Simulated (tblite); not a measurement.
Compound: C₅H₁₆N₂Si.
Structure used (GFN2-xTB), in Å, numbered top down from 1:
```xyz
24
C5H16N2Si angstrom
C      3.1713    0.1354    0.3363
C      1.7323    0.5043    0.0005
C      0.8952   -0.7313   -0.3129
N     -0.4570   -0.3627   -0.7047
C     -1.2323   -1.5015   -1.1531
N     -1.1158    0.4347    0.2503
C     -1.5233   -0.1908    1.4881
Si    -1.8828    1.8275   -0.4101
H      3.2066   -0.5289    1.1977
H      3.7476    1.0277    0.5683
H      3.6445   -0.3697   -0.5032
H      1.7082    1.1665   -0.8657
H      1.2810    1.0390    0.8371
H      0.9090   -1.4225    0.5482
H      1.3327   -1.2610   -1.1639
H     -1.2744   -2.3203   -0.4192
H     -2.2452   -1.1670   -1.3701
H     -0.7856   -1.8834   -2.0707
H     -2.3396   -0.9103    1.3510
H     -0.6814   -0.7061    1.9555
H     -1.8666    0.5907    2.1612
H     -0.9492    2.3312   -1.4073
H     -2.0884    2.7285    0.7270
H     -3.1985    1.5897   -1.0330
```

Computed values, GFN2-xTB/tblite, gas phase, harmonic and unscaled. The method is semi-empirical: single wavenumbers can be off by several per cent or more. Modes of hydrogen on silicon can be 10 to 20 % off. One conformer, not necessarily the lowest.

Harmonic wavenumbers (cm⁻¹): 56.8, 65.9, 84.0, 96.2, 141.6, 168.8, 196.0, 226.2, 234.9, 241.7, 300.8, 341.1, 399.4, 448.0, 513.7, 570.8, 605.8, 682.6, 738.7, 791.1, 813.2, 830.6, 903.8, 913.7, 955.9, 1018.3, 1067.3, 1086.9, 1089.8, 1102.0, 1127.8, 1144.2, 1184.7, 1209.4, 1235.7, 1248.6, 1276.5, 1299.5, 1364.2, 1405.8, 1407.3, 1414.9, 1477.6, 1485.0, 1491.9, 1496.4, 1497.5, 1504.8, 1507.5, 1507.9, 2141.6, 2232.0, 2316.7, 2807.5, 2859.4, 2897.0, 2955.2, 2970.9, 2991.0, 3003.0, 3004.1, 3024.4, 3026.2, 3031.9, 3033.2, 3040.4.

A = 2208, B = 1026, C = 892.8 MHz; mass 132.108 u (most abundant isotopes); point group C1, symmetry number 1.

Q: Zero-point energy?

A: Half the sum of the wavenumbers: 44654 cm⁻¹ = 534.18 kJ/mol.

Q: Give the ideal-gas entropy at 298.15 K and 1 bar in the rigid-rotor, harmonic-oscillator model (classical rotation).

A: Translation 169.76, rotation 123.23, vibration 156.75: S = 449.7 J/(mol K).

Q: And Cp and H(298.15 K) − H(0)?

A: Cp = 189.64 J/(mol K), of which vibrations give 156.38 (their classical limit is 66 R = 548.8); H(298.15 K) − H(0) = 34.43 kJ/mol without the zero-point energy, 24.52 from vibrations.

Q: Which modes carry the vibrational entropy at 298.15 K?

A: 56.8 cm⁻¹: 19.10; 65.9 cm⁻¹: 17.87; 84.0 cm⁻¹: 15.88; 96.2 cm⁻¹: 14.77; 141.6 cm⁻¹: 11.64; 168.8 cm⁻¹: 10.25 J/(mol K); the other 60 give 67.24 together.

Q: What must be added to the electronic energy to get the Gibbs energy at 298.15 K and 1 bar?

A: ZPE + [H(298.15 K) − H(0)] − T·S = 534.18 + 34.43 − 134.09 = 434.52 kJ/mol.

Q: Blend soft modes into free rotors: weight 1/[1 + (100 cm⁻¹/ν̃)⁴] for the oscillator and the rest for a rotor with moment μB/(μ + B), μ = h/(8π²ν), B = 10⁻⁴⁴ kg m². What vibrational entropy results?

A: 145.14 J/(mol K) in place of 156.75, which changes −T·S at 298.15 K by +3.46 kJ/mol.

Q: How do the functions run with temperature in this model?

A: 
| T (K) | S (J/(mol K)) | Cp (J/(mol K)) | H − H(0) (kJ/mol) | G − H(0) (kJ/mol) | ln q(vib) |
| --- | --- | --- | --- | --- | --- |
| 50 | 249.2 | 62.4 | 2.21 | -10.25 | 0.57 |
| 100 | 303.0 | 95.1 | 6.18 | -24.12 | 2.14 |
| 373.15 | 496.3 | 226.6 | 50.05 | -135.15 | 11.42 |
| 500 | 570.8 | 283.9 | 82.53 | -202.88 | 15.50 |
| 750 | 703.2 | 369.0 | 164.84 | -362.53 | 23.21 |
| 1000 | 817.7 | 426.6 | 264.76 | -552.98 | 30.43 |

q(vib) and H(0) count from the zero-point level.

Hindered rotation and anharmonicity are outside this model. Other conformers, if any are populated, would add a mixing term that is left out. The structure is chiral; the term R ln 2 for an equal mix with its mirror image is left out.

Time: 0.97 s wall. Hardware: one thread, Intel Xeon Platinum 8488C (x86_64), on a shared host. This covers the Hessian and the dipole derivatives.
